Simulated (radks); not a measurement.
Results of a calculation; reference values are marked as such.
Q: The chromium ion Cr9+ is in [Ne] 3s2 3p(1/2: 2, 3/2: 1). Level of theory: Dirac Kohn-Sham, relativistic LDA (MacDonald-Vosko exchange, VWN5 correlation), spin-unpolarised, spherical densities, finite nucleus; Fermi nuclear charge, rms radius of each element as measured or else 0.836 A^(1/3) + 0.57 fm (a radial shooting solver on a logarithmic mesh with Libxc functionals). Sub-shells are occupied by j as written (lower j first in brackets). One electron is removed from 3p3/2, 3p1/2, 3s1/2, 2p3/2 in turn, with full relaxation. Which removal costs least, and what does each cost?

A: 3p3/2 239.41 eV; 3p1/2 240.99 eV; 3s1/2 270.12 eV; 2p3/2 812.49 eV. The 3p3/2 electron leaves first.
